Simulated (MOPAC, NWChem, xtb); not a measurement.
# A ladder of methods for BN2H5O (SMILES NB(N)O)

BN2H5O: 9 atoms, total charge 0, spin state singlet. SMILES: `NB(N)O`. Geometry: relaxed at PBE0-D4/def2-TZVP.

```csv
atom,x (Å),y (Å),z (Å)
N,-0.4416,0.7514,-0.8929
B,-0.0828,-0.0880,0.1984
N,1.1878,-0.7061,0.2771
O,-0.9554,-0.3451,1.2407
H,-1.3334,1.2015,-0.9782
H,0.1770,0.9494,-1.6570
H,1.4284,-1.2954,1.0521
H,1.9106,-0.6053,-0.4089
H,-1.8020,0.0914,1.1517
```

Quantity: the dipole moment, in D. The values are calculated.

| level | kind | program | value (D) | CPU time |
| --- | --- | --- | --- | --- |
| AM1 | semi-empirical | MOPAC | 1.74 | under 2 s |
| GFN2-xTB | semi-empirical | xtb | 1.91 | under 2 s |
| MNDO | semi-empirical | MOPAC | 1.73 | under 2 s |
| PM6 | semi-empirical | MOPAC | 2.06 | under 2 s |
| HF/STO-3G | Hartree–Fock | NWChem | 1.58 | 1.6 s |
| HF/3-21G | Hartree–Fock | NWChem | 2.28 | 1.7 s |
| PBE/3-21G | GGA | NWChem | 2.02 | 12 s |
| PBE/cc-pVTZ | GGA | NWChem | 1.74 | 1.7 min |
| B3LYP/6-31G* (spherical functions) | global hybrid | NWChem | 1.87 | 18 s |
| B3LYP/6-31G* (Cartesian functions) | global hybrid | NWChem | 1.87 | 19 s |

The values span 1.58 to 2.28 D. Sets without polarisation functions give poor dipoles. Times are those of the runs behind each value, whatever else they computed, on shared processors of several kinds: orders of magnitude only.
